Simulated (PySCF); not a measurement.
## Computed data sheet: `FC(F)(F)c1ccncc1` (4-(trifluoromethyl)pyridine)

4-(trifluoromethyl)pyridine, C₆H₄F₃N.
Cartesian coordinates in Å at the PBE0-D3(BJ)/def2-SVP level; atoms count from 1:
```xyz
14
C6H4F3N angstrom
F      2.5020    0.2513    1.1058
C      1.9800   -0.0471   -0.0876
F      2.4387   -1.2505   -0.4331
F      2.4589    0.8385   -0.9624
C      0.4744   -0.0185   -0.0425
C     -0.2097    1.1861   -0.1908
C     -1.6002    1.1657   -0.0980
N     -2.3048    0.0590    0.1205
C     -1.6420   -1.0853    0.2556
C     -0.2527   -1.1837    0.1837
H      0.3257    2.1182   -0.3801
H     -2.1695    2.0954   -0.2090
H     -2.2448   -1.9838    0.4294
H      0.2484   -2.1469    0.2926
```

Among its groups: pyridine-type ring nitrogen, CF3 group and C–F bond.

PBE0-D3(BJ)/def2-SVP geometry optimisation, gas phase (PySCF):

- Rotational constants A, B, C: 2.943, 0.943, 0.815 GHz

**wB97X-D/def2-SVPD ground state, ΔSCF and vertical TDDFT (core frozen in the response) (PySCF)**

- Dipole moment: 0.33 D
- HOMO energy: -9.86 eV
- LUMO energy: 0.09 eV
- HOMO–LUMO gap: 9.95 eV
- Lowest singlet excitation: 4.82 eV (257 nm, f = 0.004)
- Strongest line among the 10 lowest singlet transitions: S5 at 7.39 eV (168 nm, f = 0.652)
- Lowest triplet excitation (Tamm–Dancoff): 4.15 eV
- Static isotropic polarisability: 75.4 au
- Vertical ionisation energy: 10.03 eV
- Electronic spatial extent ⟨r²⟩ about the centre of nuclear charge: 1344 bohr²

From PBE0/pcSseg-1 ground state and GIAO shieldings, non-relativistic (PySCF):

* Lowest Hirshfeld atomic charge: -0.15 e on N8
* Highest Hirshfeld atomic charge: +0.26 e on C2
* 13C chemical shifts (computed TMS as zero) by class: 156.7 (C7/C9), 144.5 (C5), 128.2 (C2), 124.5 (C6/C10) ppm
* 1H chemical shifts (computed TMS as zero) by class: 9.02 (H12/H13), 7.52 (H11/H14) ppm
* Isotropic shieldings of nuclei other than C and H, by class: -109 (N8), 256 (F1/F3/F4) ppm
* Mayer bond orders between heavy atoms: F1–C2 1.01, C2–F3 1.00, C2–F4 1.00, C2–C5 0.99, C5–C6 1.37, C6–C7 1.40, C7–N8 1.47, N8–C9 1.48, C9–C10 1.39, C10–C5 1.38

**B3LYP/pcJ-1 indirect spin-spin coupling, non-relativistic, gas phase; spin–dipole term left out for some pairs (PySCF)**

- Largest of the computed one-bond spin–spin couplings (means over like bonds): 19F–13C -337.2 (F1–C2 and 2 like it), 13C–1H +190.5 (C7–H12 and 1 like it), 13C–1H +174.2 (C6–H11 and 1 like it) Hz

Monoisotopic mass from the formula: 147.0296 u.

No computed singlet falls in the visible range (750 to 380 nm, 1.65 to 3.26 eV); S1 lies 1.56 eV above its blue end. The principal polarisabilities are 50.3, 85.4 and 90.3 au; their mean is the isotropic value. The largest Löwdin shares of the HOMO are 0.60 on N8, 0.11 on C9, 0.11 on C7 and 0.05 on C10. The polarisability is 11.17 Å³ as a volume (1 au = 0.148185 Å³), or 1.02 au for each of the 74 electrons.

Geometry: PBE0-D3(BJ)/def2-SVP; no solvent or vibrations. NMR classes are plain means over equivalent atoms (diastereotopic ones count apart unless rotation or inversion swaps them), as if these changed places fast; in this geometry the members of some classes differ.

For the TDDFT job (wB97X-D/def2-SVPD), the run took 4.2 min on Arm Neoverse V1, one thread, on a shared host, and the process peaked at 1.2 GiB of memory.
